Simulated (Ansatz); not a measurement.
**Nudged elastic band run: ClF4HZr**

The input (input.yaml):

```yaml
crystal:
  periodic: [false, false, false]
  atoms:
    - { symbol: Zr, position_ang: [0.022731, 0.0, 0.076707] }
    - { symbol: Cl, position_ang: [0.371132, 0.0, 2.466869] }
    - { symbol: F, position_ang: [1.796358, 0.0, -0.57904] }
    - { symbol: F, position_ang: [-0.671591, 1.603567, -0.665205] }
    - { symbol: F, position_ang: [-0.671591, -1.603567, -0.665205] }
    - { symbol: F, position_ang: [-2.249079, 0.0, 1.000529] }
    - { symbol: H, position_ang: [-2.339061, 0.0, 1.907846] }
basis:
  gaussian: { orbitals: def2-SVP }
hamiltonian:
  xc: hf
neb:
  order_check: false
  images: 5
  f_tol: 0.05
  max_iterations: 60
  final_atoms:
    - { symbol: Zr, position_ang: [-0.39656354, 0.0, -0.6298168] }
    - { symbol: Cl, position_ang: [-0.30970019, 0.0, 3.70700586] }
    - { symbol: F, position_ang: [1.37074258, 0.0, 0.0548973] }
    - { symbol: F, position_ang: [-0.65108691, 1.546569, -1.69829543] }
    - { symbol: F, position_ang: [-0.65108691, -1.546569, -1.69829543] }
    - { symbol: F, position_ang: [-1.70593123, 0.0, 0.76347824] }
    - { symbol: H, position_ang: [-1.3974748, 0.0, 3.04352727] }
  initial_path:
    images:
      - { positions_ang: [[0.022731, 0.0, 0.076707], [0.371132, 0.0, 2.466869], [1.796358, 0.0, -0.57904], [-0.671591, 1.603567, -0.665205], [-0.671591, -1.603567, -0.665205], [-2.249079, 0.0, 1.000529], [-2.339061, 0.0, 1.907846]] }
      - { positions_ang: [[0.01780145, 0.0, 0.05397866], [0.23492791, 0.0, 2.60396684], [1.82598635, 0.0, -0.59307514], [-0.75242943, 1.60761133, -0.66528847], [-0.75242943, -1.60761133, -0.66528847], [-2.22167415, 0.0, 0.89804858], [-2.0932837, 0.0, 1.91015899]] }
      - { positions_ang: [[0.0128719, 0.0, 0.03125033], [0.09872383, 0.0, 2.74106468], [1.85561469, 0.0, -0.60711027], [-0.83326786, 1.61165567, -0.66537194], [-0.83326786, -1.61165567, -0.66537194], [-2.1942693, 0.0, 0.79556815], [-1.8475064, 0.0, 1.91247198]] }
      - { positions_ang: [[0.00794236, 0.0, 0.00852199], [-0.03748026, 0.0, 2.87816252], [1.88524304, 0.0, -0.62114541], [-0.9141063, 1.6157, -0.66545541], [-0.9141063, -1.6157, -0.66545541], [-2.16686445, 0.0, 0.69308773], [-1.6017291, 0.0, 1.91478497]] }
      - { positions_ang: [[-0.12689294, 0.0, -0.20425761], [-0.12822024, 0.0, 3.15444363], [1.71374289, 0.0, -0.39579784], [-0.82643317, 1.59265633, -1.00973541], [-0.82643317, -1.59265633, -1.00973541], [-2.01322004, 0.0, 0.71655123], [-1.53364433, 0.0, 2.29103241]] }
      - { positions_ang: [[-0.26172824, 0.0, -0.4170372], [-0.21896021, 0.0, 3.43072475], [1.54224273, 0.0, -0.17045027], [-0.73876004, 1.56961267, -1.35401542], [-0.73876004, -1.56961267, -1.35401542], [-1.85957563, 0.0, 0.74001474], [-1.46555957, 0.0, 2.66727984]] }
      - { positions_ang: [[-0.39656354, 0.0, -0.6298168], [-0.30970019, 0.0, 3.70700586], [1.37074258, 0.0, 0.0548973], [-0.65108691, 1.546569, -1.69829543], [-0.65108691, -1.546569, -1.69829543], [-1.70593123, 0.0, 0.76347824], [-1.3974748, 0.0, 3.04352727]] }
```

Launched with:

```bash
$ ansatz run input.yaml --threads 2 --pin off --max-ram 3072MiB --backend cpu --events-out ev --progress --plain --runs-dir out
```

Output, in part (warnings, iteration lines, the closing report on the highest movable image, with atoms numbered from 0):

```
NEB end point (image 0): max|allowed force component| = 7.889e-3 eV/Å (the criterion of neb.relax_end_points is 1.000e-2)
NEB end point (image 6): max|allowed force component| = 1.598e-2 eV/Å (the criterion of neb.relax_end_points is 1.000e-2)
NEB iter   1: max|band force component| = 5.280e0 eV/Å  barrier→ = 3.1717 eV  barrier← = 2.9773 eV  Δτ_max = 0.2000 Å  (283 SCF iters)
NEB iter   2: max|band force component| = 3.067e0 eV/Å  barrier→ = 1.7438 eV  barrier← = 1.5494 eV  Δτ_max = 0.2000 Å  (193 SCF iters)
NEB iter   3: max|band force component| = 2.146e0 eV/Å  barrier→ = 1.3906 eV  barrier← = 1.1962 eV  Δτ_max = 0.2000 Å  (190 SCF iters)
NEB iter   4: max|band force component| = 1.652e0 eV/Å  barrier→ = 0.9152 eV  barrier← = 0.7208 eV  Δτ_max = 0.1004 Å  (197 SCF iters)
NEB iter   5: max|band force component| = 5.535e-1 eV/Å  barrier→ = 0.7144 eV  barrier← = 0.5200 eV  Δτ_max = 0.0919 Å  (191 SCF iters)
NEB iter   6: max|band force component| = 5.892e-1 eV/Å  barrier→ = 0.6070 eV  barrier← = 0.4126 eV  Δτ_max = 0.0456 Å  (193 SCF iters)
NEB iter   7: max|band force component| = 5.528e-1 eV/Å  barrier→ = 0.5808 eV  barrier← = 0.3863 eV  CI = image 3  Δτ_max = 0.0927 Å  (195 SCF iters)
NEB iter   8: max|band force component| = 5.349e-1 eV/Å  barrier→ = 0.6894 eV  barrier← = 0.4949 eV  CI = image 3  Δτ_max = 0.1606 Å  (194 SCF iters)
NEB iter   9: max|band force component| = 7.715e-1 eV/Å  barrier→ = 0.8975 eV  barrier← = 0.7031 eV  CI = image 3  Δτ_max = 0.0794 Å  (194 SCF iters)
NEB iter  10: max|band force component| = 4.766e-1 eV/Å  barrier→ = 0.8676 eV  barrier← = 0.6732 eV  CI = image 3  Δτ_max = 0.0643 Å  (195 SCF iters)
NEB iter  11: max|band force component| = 1.439e-1 eV/Å  barrier→ = 0.8647 eV  barrier← = 0.6703 eV  CI = image 3  Δτ_max = 0.0155 Å  (200 SCF iters)
NEB iter  12: max|band force component| = 2.582e-2 eV/Å  barrier→ = 0.8627 eV  barrier← = 0.6682 eV  CI = image 3  Δτ_max = 0.0000 Å  (518 SCF iters)
Total energy: -24605.00175388 eV, -904.2171365858 hartree
Atom 0 at    -0.320396     0.000000    -0.067503 Å, force    -0.007072     0.000000    -0.016497 eV/Å
Atom 1 at    -0.024940     0.000000     2.629997 Å, force    -0.017858    -0.000000     0.007144 eV/Å
Atom 2 at     1.575256    -0.000000    -0.126454 Å, force     0.014451     0.000000    -0.005536 eV/Å
Atom 3 at    -0.743602     1.555713    -1.047866 Å, force     0.001922     0.013790     0.001301 eV/Å
Atom 4 at    -0.743602    -1.555713    -1.047866 Å, force     0.001922    -0.013790     0.001301 eV/Å
Atom 5 at    -2.078965    -0.000000     1.085855 Å, force     0.006539     0.000000     0.032989 eV/Å
Atom 6 at    -1.404852     0.000000     2.116338 Å, force     0.000097     0.000000    -0.020703 eV/Å
Dipole moment:    -0.159949    -0.000000     0.327130 e Å
```

It converged. A vibrational analysis at the climbing image gives one clearly imaginary mode, 1150i cm⁻¹, and a faint second one (23i cm⁻¹) that may be numerical noise or a soft torsion: probably a first-order saddle point. The orbitals stay closed-shell, which can raise the energy where a bond breaks towards radicals; this wasn't checked here.

Final band (atoms are numbered from 1 in the order of the input):

```json
{"image": "0", "path coordinate (Å)": "0.00", "energy (kcal/mol)": "0.0", "Zr1–Cl2 (Å)": "2.42", "F6–H7 (Å)": "0.91", "Cl2–H7 (Å)": "2.77"}
{"image": "1", "path coordinate (Å)": "0.47", "energy (kcal/mol)": "1.4", "Zr1–Cl2 (Å)": "2.45", "F6–H7 (Å)": "0.92", "Cl2–H7 (Å)": "2.31"}
{"image": "2", "path coordinate (Å)": "0.93", "energy (kcal/mol)": "7.6", "Zr1–Cl2 (Å)": "2.55", "F6–H7 (Å)": "0.95", "Cl2–H7 (Å)": "1.92"}
{"image": "3", "path coordinate (Å)": "1.40", "energy (kcal/mol)": "19.9", "Zr1–Cl2 (Å)": "2.71", "F6–H7 (Å)": "1.23", "Cl2–H7 (Å)": "1.47"}
{"image": "4", "path coordinate (Å)": "2.13", "energy (kcal/mol)": "8.2", "Zr1–Cl2 (Å)": "3.01", "F6–H7 (Å)": "1.97", "Cl2–H7 (Å)": "1.28"}
{"image": "5", "path coordinate (Å)": "2.85", "energy (kcal/mol)": "5.2", "Zr1–Cl2 (Å)": "3.60", "F6–H7 (Å)": "2.34", "Cl2–H7 (Å)": "1.27"}
{"image": "6", "path coordinate (Å)": "3.58", "energy (kcal/mol)": "4.5", "Zr1–Cl2 (Å)": "4.34", "F6–H7 (Å)": "2.30", "Cl2–H7 (Å)": "1.27"}
```

The run took 2.9 min on 2 threads of Arm Neoverse N1, on a shared host, peak memory 0.24 GiB.
